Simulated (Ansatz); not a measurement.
`F[CH2][ZnH]` + H₂ → `[CH3][ZnH]` + H–F at 400 K and 1 bar (hydrogenolysis of a C–F bond).

Calculated with Ansatz (gas phase, PBE0-D4/def2-TZVP geometries, no zero-point term in ΔE). CBS: MP2 limit from def2 TZ/QZ plus the TZ coupled-cluster correction, frozen cores. This one scheme is used for every species. For Zn outer-core shells are correlated without core-valence functions, which leaves a few kJ/mol of doubt a bond. Scalar relativity is left out up to krypton.

```json
{"species": "`F[CH2][ZnH]`", "CCSD(T)/CBS energy (Eh)": "-1917.98456", "H − E (kJ/mol)": "112.6", "S (J/(mol·K))": "308.0"}
{"species": "H₂", "CCSD(T)/CBS energy (Eh)": "-1.17544", "H − E (kJ/mol)": "38.0", "S (J/(mol·K))": "139.0"}
{"species": "`[CH3][ZnH]`", "CCSD(T)/CBS energy (Eh)": "-1818.81862", "H − E (kJ/mol)": "127.3", "S (J/(mol·K))": "272.1"}
{"species": "H–F", "CCSD(T)/CBS energy (Eh)": "-100.39570", "H − E (kJ/mol)": "36.5", "S (J/(mol·K))": "182.2"}
```

H − E and S are ideal-gas, rigid-rotor, harmonic terms from PBE0-D4/def2-TZVP. The MP2-based limit puts H₂ 0.8 mEh under its directly extrapolated value; such offsets cancel only in part. 1 Eh = 2625.50 kJ/mol, R = 8.31446 J/(mol·K).

Task: By hand: ΔE, ΔH, ΔS and ΔG.

Result: ΔE = (-1818.81862) + (-100.39570) − (-1917.98456) − (-1.17544) = -0.05432 Eh = -142.6 kJ/mol. Δ(H − E) = 127.3 + 36.5 − 112.6 − 38.0 = 13.2, so ΔH = -129.4 kJ/mol. ΔS = 272.1 + 182.2 − 308.0 − 139.0 = 7.3 J/(mol·K). ΔG = -129.4 − 400 × (7.3)/1000 = -132.3 kJ/mol.

Task: By hand: the equilibrium constant, and the temperature at which ΔG would vanish if ΔH and ΔS stayed fixed.

Result: log₁₀ K = −ΔG/(RT ln 10) = 17.3. ΔH and −TΔS have one sign here, so there is no such temperature.

The number of gas molecules stays the same, so ΔS is small and ΔH decides. A doubt of 5 kJ/mol in ΔE shifts log₁₀ K by 0.7 here. These are equilibria of isolated gas molecules and say nothing of rates. Largest T1 diagnostic: 0.014 (customary marks: 0.02 for closed shells, 0.045 for open ones).
